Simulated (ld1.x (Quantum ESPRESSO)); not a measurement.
# Scattering properties, TM potential for europium (Eu)

| Property | Result |
| --- | --- |
| Element | europium (Eu) |
| Generator | ld1.x (Quantum ESPRESSO) 7.5 |
| Type | norm-conserving Troullier–Martins (Kleinman–Bylander form) |
| Functional | PBEsol |
| Relativity | scalar-relativistic |
| Frozen core | [Xe] |
| Valence charge | 9 |
| Reference configuration | 4f7 5d0 6s1 6p0 (charge +1) |
| Partial waves | 6s (bound): rc 3.30 bohr; 6p (bound, empty): rc 3.60 bohr; 4f (bound): rc 1.00 bohr; 5d (bound, empty): rc 2.60 bohr |
| Local potential | the d channel |
| Core correction | Bessel-smoothed model core, default radius (core density twice the valence density) |

The phase is arctan(r·u′/u) with u = r·R(r), unwrapped; energies in Ry, scanned from -3 to 5 Ry. A pole is an energy at which the radial function vanishes at the test radius. The pseudo phase is shifted by a multiple of π to meet the all-electron one at the reference energy, and phase errors are pseudo minus all-electron; the curves can meet again beyond the range given. Levels narrower than the energy grid can be missing from the lists of poles. Where the grid stepped over a known ghost or core level, its pole and its step of π were put in at the level’s energy.

```json
{"channel": "s", "radius (bohr)": "3.91", "reference energy (Ry)": "-0.63", "poles, all-electron": "0.22, 4.29", "poles, pseudo": "-2.21, 0.20, 2.95", "unbroken range about the reference energy with phases within 0.05 rad": "-2.2 to 1.0", "phase error 1 Ry above the reference energy (rad)": "-0.009"}
{"channel": "p", "radius (bohr)": "3.91", "reference energy (Ry)": "-0.39", "poles, all-electron": "-2.19, 1.00", "poles, pseudo": "-0.50, 1.08, 4.51", "unbroken range about the reference energy with phases within 0.05 rad": "-0.5 to -0.2", "phase error 1 Ry above the reference energy (rad)": "+0.021"}
{"channel": "d", "radius (bohr)": "3.91", "reference energy (Ry)": "-0.52", "poles, all-electron": "-0.28, 2.48", "poles, pseudo": "-0.28, 2.44", "unbroken range about the reference energy with phases within 0.05 rad": "below 3.9", "phase error 1 Ry above the reference energy (rad)": "-0.004"}
{"channel": "f", "radius (bohr)": "3.91", "reference energy (Ry)": "-0.66", "poles, all-electron": "-0.64, 1.54, 4.74", "poles, pseudo": "-0.64, 1.63", "unbroken range about the reference energy with phases within 0.05 rad": "below 0.4", "phase error 1 Ry above the reference energy (rad)": "+0.042"}
```

Note: ghost states, extra bound levels that the all-electron valence spectrum of the same l lacks: s at -30.1 eV, p at -6.9 eV. A true bound ghost makes a file unfit for plane-wave use.

Phases in the f channel:

```json
{"E (Ry)": "-3.00", "all-electron": "1.423", "pseudo": "1.423"}
{"E (Ry)": "-2.76", "all-electron": "1.417", "pseudo": "1.417"}
{"E (Ry)": "-2.52", "all-electron": "1.410", "pseudo": "1.410"}
{"E (Ry)": "-2.28", "all-electron": "1.402", "pseudo": "1.402"}
{"E (Ry)": "-2.04", "all-electron": "1.393", "pseudo": "1.393"}
{"E (Ry)": "-1.80", "all-electron": "1.381", "pseudo": "1.381"}
{"E (Ry)": "-1.56", "all-electron": "1.368", "pseudo": "1.368"}
{"E (Ry)": "-1.32", "all-electron": "1.351", "pseudo": "1.351"}
{"E (Ry)": "-1.08", "all-electron": "1.327", "pseudo": "1.327"}
{"E (Ry)": "-0.84", "all-electron": "1.288", "pseudo": "1.289"}
{"E (Ry)": "-0.60", "all-electron": "-1.806", "pseudo": "-1.806"}
{"E (Ry)": "-0.36", "all-electron": "-1.909", "pseudo": "-1.908"}
{"E (Ry)": "-0.12", "all-electron": "-2.007", "pseudo": "-2.004"}
{"E (Ry)": "0.12", "all-electron": "-2.197", "pseudo": "-2.187"}
{"E (Ry)": "0.36", "all-electron": "-2.717", "pseudo": "-2.671"}
{"E (Ry)": "0.60", "all-electron": "-3.803", "pseudo": "-3.726"}
{"E (Ry)": "0.84", "all-electron": "-4.346", "pseudo": "-4.309"}
{"E (Ry)": "1.08", "all-electron": "-4.546", "pseudo": "-4.521"}
{"E (Ry)": "1.32", "all-electron": "-4.649", "pseudo": "-4.628"}
{"E (Ry)": "1.56", "all-electron": "-4.718", "pseudo": "-4.697"}
{"E (Ry)": "1.80", "all-electron": "-4.776", "pseudo": "-4.750"}
{"E (Ry)": "2.04", "all-electron": "-4.836", "pseudo": "-4.800"}
{"E (Ry)": "2.28", "all-electron": "-4.914", "pseudo": "-4.855"}
{"E (Ry)": "2.52", "all-electron": "-5.049", "pseudo": "-4.931"}
{"E (Ry)": "2.76", "all-electron": "-5.413", "pseudo": "-5.063"}
{"E (Ry)": "3.00", "all-electron": "-6.668", "pseudo": "-5.396"}
{"E (Ry)": "3.24", "all-electron": "-7.410", "pseudo": "-6.501"}
{"E (Ry)": "3.48", "all-electron": "-7.615", "pseudo": "-7.332"}
{"E (Ry)": "3.72", "all-electron": "-7.706", "pseudo": "-7.572"}
{"E (Ry)": "3.96", "all-electron": "-7.759", "pseudo": "-7.675"}
{"E (Ry)": "4.20", "all-electron": "-7.796", "pseudo": "-7.733"}
{"E (Ry)": "4.44", "all-electron": "-7.824", "pseudo": "-7.772"}
{"E (Ry)": "4.68", "all-electron": "-7.848", "pseudo": "-7.801"}
{"E (Ry)": "4.92", "all-electron": "-7.870", "pseudo": "-7.824"}
```
